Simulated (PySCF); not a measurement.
From one molecule to another.

First species: C4H13FSSi2.
Bonds: C1–C2, C2–C3, C2–C4, C4–S5, C2–Si6, Si6–Si7, Si7–F8. Hydrogens: H9, H10, H11 on C1; H12, H13, H14 on C3; H15, H16 on C4; H17 on S5; H18, H19 on Si6; H20, H21 on Si7.

Second species: C6H6O2.
SMILES: `c1ccoc1C(C)=O`

Levels: PBE0/pcSseg-1 for dipole moment, HOMO energy, LUMO energy and HOMO–LUMO gap; GFN2-xTB for rotational constant A and rotational constant C. Geometries: GFN2-xTB. Each species is one conformer at its optimised geometry, gas phase, non-relativistic unless stated. Electronic properties by PySCF.

The conformers computed, where there is a choice (atom-mapped SMILES and torsion angles):
- `[CH3:1][C:2]([CH3:3])([CH2:4][SH:5])[SiH2:6][SiH2:7][F:8]`: C1–C2–C4–S5 59°, C1–C2–Si6–Si7 56°, C2–Si6–Si7–F8 60°, H–S5–C4–C2 75°
- `[CH3:1][C:2](=[O:3])[c:4]1[cH:5][cH:6][cH:7][o:8]1`: C1–C2–C4–C5 180°

```
             property   column X   column Y
        dipole moment     2.73 D     3.38 D
          HOMO energy   -6.88 eV   -7.13 eV
          LUMO energy   -0.82 eV   -1.54 eV
        HOMO–LUMO gap    6.06 eV    5.59 eV
rotational constant A  1.662 GHz  4.880 GHz
rotational constant C  0.547 GHz  1.246 GHz
```

Which column belongs to which species?

Column X is the first species and column Y the second. The first has 21 atoms and 90 electrons, the second 14 and 58.

How does each property change from the first species to the second?

dipole moment +0.65 D; HOMO energy -0.25 eV; LUMO energy -0.72 eV; HOMO–LUMO gap -0.47 eV; rotational constant A +3.218 GHz; rotational constant C +0.699 GHz.

On the first: The dipole equals about 9.1 × 10⁻³⁰ C·m (1 D = 3.33564 × 10⁻³⁰ C·m).

On the second: The dipole equals about 11.3 × 10⁻³⁰ C·m (1 D = 3.33564 × 10⁻³⁰ C·m).
